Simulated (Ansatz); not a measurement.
A structure relaxed at PBE-D4/def2-SVP in Ansatz, charge 0, singlet:

```tsv
atom	x (Å)	y (Å)	z (Å)
Zr1	-0.0694	-0.2020	0.0660
Au2	0.4904	-2.8128	-0.7279
Au3	-2.3456	1.0689	-2.6541
Au4	2.2899	-1.6774	0.8900
Au5	-2.9525	-0.2553	-0.2588
Au6	0.5957	-0.4502	2.8796
Au7	0.4482	0.9266	-2.4715
Au8	0.6082	2.1553	1.4665
Au9	2.9772	0.7788	2.0547
Au10	-1.8388	-1.1323	2.0085
Au11	2.4511	0.8191	-0.6985
Au12	-1.3934	2.2657	-0.3063
Au13	-1.2610	-1.4843	-2.2482
```

Problem. Give its formula.

Solution. the cluster ZrAu12.

Problem. Summarise the bond lengths by kind (pairs closer than 1.2 times the sum of covalent radii, bridged metal pairs left out).

Solution. 22 × Au–Au 2.67 to 3.14 Å; 10 × Au–Zr 2.79 to 2.90 Å.

In the def2 sets Au, Zr take a core potential; there is no spin–orbit coupling. Single mean-field runs in def2-SVP are fitted with def2-universal-jkfit. The structure comes from a short search, and lower isomers may exist.
